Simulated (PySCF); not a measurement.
GeH₆O₂Si, SMILES O[SiH2][GeH2][OH]. Atoms are numbered in the order given.

```xyz
10

O      1.0046     1.9308     0.0000
Si    -0.5948     1.4675     0.0000
Ge    -0.3405    -0.9234     0.0000
O      1.4806    -0.8033     0.0000
H      1.5958     1.1533     0.0000
H     -1.3220     1.9523     1.2075
H     -1.3220     1.9523    -1.2075
H     -0.7845    -1.7165     1.2545
H     -0.7845    -1.7165    -1.2545
H      1.9600    -1.6411     0.0000
```

Geometry: B3LYP-D3(BJ)/def2-SVP. The structure was generated by enumeration, and PubChem lists no compound with its InChIKey, so it may never have been made. One conformer was computed; it need not be the lowest.

All values below come from TDDFT-PBE/def2-SVPD (PySCF).

Vertical excitations. Gas-phase values at a fixed geometry. State labels are in the subgroup Cs.

| state | symmetry | energy (eV) | λ (nm) | f | main pairs |
|---|---|---|---|---|---|
| S1 | A" | 5.29 | 234 | 0.000 | HOMO−1→LUMO 99 % |
| S2 | A' | 5.39 | 230 | 0.012 | HOMO→LUMO 99 % |
| S3 | A" | 5.63 | 220 | 0.004 | HOMO−2→LUMO 99 % |
| S4 | A" | 6.41 | 194 | 0.006 | HOMO−1→LUMO+1 99 % |
| S5 | A' | 6.62 | 187 | 0.132 | HOMO→LUMO+1 80 % |
| S6 | A" | 6.71 | 185 | 0.003 | HOMO−2→LUMO+1 96 % |
| S7 | A' | 6.88 | 180 | 0.027 | HOMO−3→LUMO 69 %, HOMO→LUMO+3 14 % |
| S8 | A' | 6.92 | 179 | 0.022 | HOMO→LUMO+3 79 % |
| S9 | A" | 6.93 | 179 | 0.000 | HOMO−1→LUMO+3 93 % |
| S10 | A' | 6.96 | 178 | 0.021 | HOMO−1→LUMO+2 75 % |
| T1 | A' | 4.90 | 253 | 0 | HOMO→LUMO 99 % |
| T2 | A" | 5.11 | 242 | 0 | HOMO−1→LUMO 99 % |
| T3 | A" | 5.41 | 229 | 0 | HOMO−2→LUMO 98 % |
| T4 | A' | 5.99 | 207 | 0 | HOMO→LUMO+1 97 % |
Triplets are in the Tamm–Dancoff approximation, which puts them higher than full response would, so one can lie above its singlet here.
